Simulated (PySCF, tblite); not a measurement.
Isomers of C5H10F3OP. Method: GFN2-xTB as coded in tblite; computed harmonic values from a numerical Hessian at the method's own geometry, unscaled. Against measured fundamentals such values can be off by several per cent, at times by over 20. Modes of hydrogen on phosphorus can be 10 to 20 % off. One conformer each.

Electronic energies: PBE0/pcSseg-1 single points on the GFN2-xTB geometries (PySCF, gas phase).

```tsv
SMILES	electronic energy, lowest = 0 (kcal/mol)
CCC[P@](C)(=O)C(F)(F)F	13.5
COCCP(C)C(F)(F)F	44.9
CC(C)[P@@](C)(=O)C(F)(F)F	14.6
CC[P@@](C)(=O)CC(F)(F)F	2.6
CP(C)(=O)CCC(F)(F)F	0.0
CC[P@@H](=O)CCC(F)(F)F	12.0
```

How do GFN2-xTB zero-point energies change the relative energies?

```
                   SMILES  ZPE (kcal/mol)  of it from modes above 1550 cm⁻¹  electronic (kcal/mol)  with ZPE, lowest = 0 (kcal/mol)  lowest mode (cm⁻¹)  rings
      CP(C)(=O)CCC(F)(F)F            92.1                              43.0                    0.0                              0.0                  30      0
  CC[P@@](C)(=O)CC(F)(F)F            92.2                              43.0                    2.6                              2.8                  39      0
   CC[P@@H](=O)CCC(F)(F)F            92.5                              41.8                   12.0                             12.5                  33      0
   CCC[P@](C)(=O)C(F)(F)F            92.5                              43.0                   13.5                             13.9                  29      0
CC(C)[P@@](C)(=O)C(F)(F)F            92.4                              43.1                   14.6                             14.9                  26      0
         COCCP(C)C(F)(F)F            92.3                              42.5                   44.9                             45.1                  49      0
```

The zero-point energies span 0.4 kcal/mol, from `CP(C)(=O)CCC(F)(F)F` to `CC[P@@H](=O)CCC(F)(F)F`. The order is unchanged.

And how do the electronic energies of GFN2-xTB itself compare?

`CP(C)(=O)CCC(F)(F)F` 0.0; `CC[P@@](C)(=O)CC(F)(F)F` 0.7; `CC[P@@H](=O)CCC(F)(F)F` 0.3; `CCC[P@](C)(=O)C(F)(F)F` 6.4; `CC(C)[P@@](C)(=O)C(F)(F)F` 5.2; `COCCP(C)C(F)(F)F` 45.1 kcal/mol, lowest = 0. Against the energies above, taken from the same isomer `CP(C)(=O)CCC(F)(F)F`, the largest difference is 11.7 kcal/mol.

What do entropy and thermal enthalpy add at 298.15 K and 1 bar (rigid rotor, harmonic oscillator, one conformer each)?

```tsv
SMILES	point group	symmetry number	S (cal/(mol K))	H − H(0) (kcal/mol)	ZPE + H − H(0) − TS (kcal/mol)
CP(C)(=O)CCC(F)(F)F	C1	1	111.3	8.36	67.3
CC[P@@](C)(=O)CC(F)(F)F	C1	1	110.4	8.42	67.7
CC[P@@H](=O)CCC(F)(F)F	C1	1	108.9	8.03	68.1
CCC[P@](C)(=O)C(F)(F)F	C1	1	113.6	8.66	67.3
CC(C)[P@@](C)(=O)C(F)(F)F	C1	1	112.8	8.71	67.5
COCCP(C)C(F)(F)F	C1	1	110.6	8.42	67.8
```
